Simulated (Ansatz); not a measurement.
`[Se]=[C]1C[NH][AlH]1` → `[SeH]C1=[N][AlH][CH2]1`  (isomerisation)

Gas-phase electronic energies from Ansatz, PBE0-D4/def2-TZVP geometries. CCSD(T)/CBS is the MP2 limit (def2-TZVPP, def2-QZVPP) plus CCSD(T) − MP2 in def2-TZVPP, frozen cores. DFT in def2-TZVPP. B3LYP here is the variant with VWN-RPA as its local correlation; programs differ in this. For Se outer-core shells are correlated without core-valence functions, which leaves a few kJ/mol of doubt a bond. Scalar relativity is left out up to krypton. One conformer a species, not always the lowest.

Problem. Is it downhill or uphill in electronic energy at CCSD(T)/CBS, and by how much? (An estimate is asked.)

Solution. Ansatz gave: Nearly level: ΔE = -1.0 kJ/mol.

Problem. What do these levels give: PBE0-D4, ωB97M-V, B2PLYP, B3LYP, HF/def2-TZVPP, MP2/def2-TZVPP, SCS-MP2/def2-TZVPP, CCSD/def2-TZVPP, CCSD(T)/def2-TZVPP, HF/def2-QZVPP, MP2/def2-QZVPP, HF/CBS(def2)? (Estimate.)

Solution. Ansatz gave: PBE0-D4 -14.9, ωB97M-V -15.1, B2PLYP -7.6, B3LYP -10.6, HF/def2-TZVPP -17.1, MP2/def2-TZVPP -8.5, SCS-MP2/def2-TZVPP -7.4, CCSD/def2-TZVPP -7.4, CCSD(T)/def2-TZVPP -5.8, HF/def2-QZVPP -16.6, MP2/def2-QZVPP -5.5, HF/CBS(def2) -16.5 kJ/mol.

Largest T1 diagnostic among the species: 0.017.

In def2-TZVPP, CCSD(T) changes the Hartree–Fock value by +11.3 kJ/mol (the triples alone add +1.6 kJ/mol) and MP2 by +8.6 kJ/mol.
